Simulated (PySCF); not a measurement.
These compounds are isomers of formula C7H5F3.

A. `InChI=1S/C7H5F3/c1-3-4-5(2)6(8)7(9)10/h1H,2,4H2`
B. SMILES FC(F)(F)c1ccccc1
C. SMILES FC(F)(F)C#CC1=CCC1
D. SMILES C(C#CC(C(=C)F)=C)(F)F

Spectrum 1. ¹H NMR (300 MHz, computed): δ 8.07 (m, 2H), 7.85 (m, 1H), 7.83 (m, 2H). ¹³C{¹H} NMR (computed): δ 137.6 (C), 137.3 (CH), 134.3 (CH), 133.9 (C), 132.2 (CH).

Spectrum 2. ¹H NMR (300 MHz, computed): δ 6.95 (t, 1H), 2.84 (m, 2H), 2.64 (m, 2H). ¹³C{¹H} NMR (computed): δ 161.3 (CH), 132.8 (C), 125.0 (C), 88.6 (C), 86.3 (C), 35.6 (CH2), 31.2 (CH2).

Spectrum 3. ¹H NMR (300 MHz, computed): δ 6.77 (m, 1H), 6.42 (m, 1H), 6.21 (m, 1H), 5.53 (m, 1H), 5.37 (m, 1H). ¹³C{¹H} NMR (computed): δ 171.1 (C), 135.3 (CH2), 128.1 (C), 110.5 (CH), 103.6 (CH2), 92.4 (C), 92.2 (C).

Spectrum 4. ¹H NMR (300 MHz, computed): δ 5.78 (m, 1H), 5.48 (m, 1H), 3.26 (d, 2H), 1.51 (t, 1H). ¹³C{¹H} NMR (computed): δ 169.2 (C), 140.1 (C), 138.9 (C), 121.1 (CH2), 85.5 (C), 77.3 (CH), 26.6 (CH2).

PySCF 2.14.0 with density-fitted response routines calculation with geometry: GFN2-xTB and σ from GIAO-PBE0/pcSseg-1; fast rotation and ring inversion assumed for equivalent nuclei, relativity neglected, one conformer, in vacuum.

Shifts are taken against calculated references (same method and geometry level): TMS for ¹H (σref 31.72), ¹³C (σref 186.93). Splittings of carbon signals by F and P are missing where no couplings were computed. Where no couplings were computed, multiplicities follow the n + 1 count of equivalent neighbours, and m marks all less simple cases (inequivalent or close neighbours, rings, F or P nearby). Shifts are as computed. Against solution values, carbons near 30 ppm lie about +3 ppm off and those near 130 ppm about +5 ppm. Of 1309 compounds with measured shifts, 239 miss one by over three times the rms of a fit or turn the order of signals round; such compounds aren't used in these exercises.

Match each spectrum to its structure.

## Answers

1–B, 2–C, 3–D, 4–A.

- Spectrum 1 (B): 5 ¹³C signals; δC 137.3 is an aromatic CH; δC 134.3 is an aromatic CH.
- Spectrum 2 (C): 7 ¹³C signals; δC 161.3 is an alkene CH; δC 132.8 is a fully substituted alkene carbon.
- Spectrum 3 (D): 7 ¹³C signals; δC 135.3 is a terminal =CH2 carbon; δC 128.1 is a fully substituted alkene carbon.
- Spectrum 4 (A): 7 ¹³C signals; δC 140.1 is a fully substituted alkene carbon; δC 138.9 is a fully substituted alkene carbon.
